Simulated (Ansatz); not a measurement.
Basis-set series for C2H6Al2. Total charge 0; spin multiplicity 1. The bonds changed during the relaxation, so this is another structure than the one it started from. The geometry is a stationary point of PBE0-D4/def2-TZVP.

Z-matrix (Å, degrees):
```
Al
C 1 2.090
Al 1 2.528 2 46.4
C 1 1.936 2 44.1 3 133.3
H 1 1.574 2 145.2 3 -105.1
H 1 1.775 2 85.8 3 21.1
H 2 1.088 1 129.9 3 122.9
H 3 1.571 1 147.8 2 -147.1
H 4 1.090 1 114.5 2 109.1
H 4 1.086 1 122.3 2 -112.3
```

```json
{"functional": "PBE0-D4", "basis": "def2-TZVPP", "functions": "230", "energy (Eh)": "-564.34083", "HOMO (eV)": "-5.68", "LUMO (eV)": "-1.39"}
{"functional": "PBE0-D4", "basis": "def2-QZVPP", "functions": "434", "energy (Eh)": "-564.36029", "HOMO (eV)": "-5.68", "LUMO (eV)": "-1.42"}
{"functional": "ωB97M-V", "basis": "def2-TZVPP", "functions": "230", "energy (Eh)": "-564.57959", "HOMO (eV)": "-7.63", "LUMO (eV)": "0.27"}
{"functional": "ωB97M-V", "basis": "def2-QZVPP", "functions": "434", "energy (Eh)": "-564.59853", "HOMO (eV)": "-7.64", "LUMO (eV)": "0.11"}
```

Give the rows for def2-SVP. (An estimate is asked.)

Ansatz gave: 
```json
{"functional": "PBE0-D4", "basis": "def2-SVP", "functions": "94", "energy (Eh)": "-564.08470", "HOMO (eV)": "-5.69", "LUMO (eV)": "-1.34"}
{"functional": "ωB97M-V", "basis": "def2-SVP", "functions": "94", "energy (Eh)": "-564.31929", "HOMO (eV)": "-7.62", "LUMO (eV)": "0.40"}
```

Positive LUMOs are unbound and depend on the basis.
